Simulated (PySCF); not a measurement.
A geometry optimisation on phosphorus tribromide (`BrP(Br)Br`).

Computed with PBE0-D3(BJ)/def2-SVP geometry optimisation, gas phase (PySCF 2.14.0). Start geometry: GFN2-xTB. The command runs a driver script over a list of jobs; the input below is this job's line of settings and its coordinates in Å.

Command:
```bash
OMP_NUM_THREADS=1 python probes_run.py task.json out
```

Input:
```
{"job": {"xc": "PBE0", "basis": "def2-SVP", "d3": "d3bj", "grid": 1, "shake": 0.01, "kind": "geom"}, "charge": 0, "multiplicity": 1}
Br     1.999810    -0.135180    -0.254420
P     -0.003290    -0.002040     0.751630
Br    -0.910140     1.765410    -0.269900
Br    -1.048390    -1.653560    -0.260320
```

Output:
```
step   0  E = -8061.82801167  max force = 0.007130
step   1  E = -8061.82536643  max force = 0.022370
step   2  E = -8061.82823285  max force = 0.004128
step   3  E = -8061.82836798  max force = 0.001374
step   4  E = -8061.82838246  max force = 0.000523
step   5  E = -8061.82838283  max force = 0.000433
optimisation converged
```

Energies in Eh; «max force» is the largest Cartesian gradient component in Eh/bohr.

Task: Give the first gradient maximum in eV/Å.

Result: With 1 Eh/bohr = 51.422 eV/Å, 0.367 eV/Å.

Task: How much energy does the optimisation release, in kcal/mol?

Result: E(step 0) − E(last step) = 0.000371 Eh, which is 0.2 kcal/mol.

In short: final energy -8061.82838 Eh after 5 steps; dipole 0.44 D.

Task: Give the final coordinates.

Result: 0.025 Å rms from the input after alignment:
```
atom  x, y, z in Å
Br1    1.5052    0.7261   -1.1268
P2     0.4179   -0.2037    0.5882
Br3   -1.2017    1.2966    0.9460
Br4   -0.7080   -1.8367   -0.4415
```

Task: How long does this job take on one thread, Arm Neoverse V1 (aarch64), shared host? And the peak memory of the process?

Result: About 43 s, with 0.52 GiB resident at the peak, the Python interpreter and its libraries included.
Labels such as C1 count atoms from 1, the log's own numbers from 0.
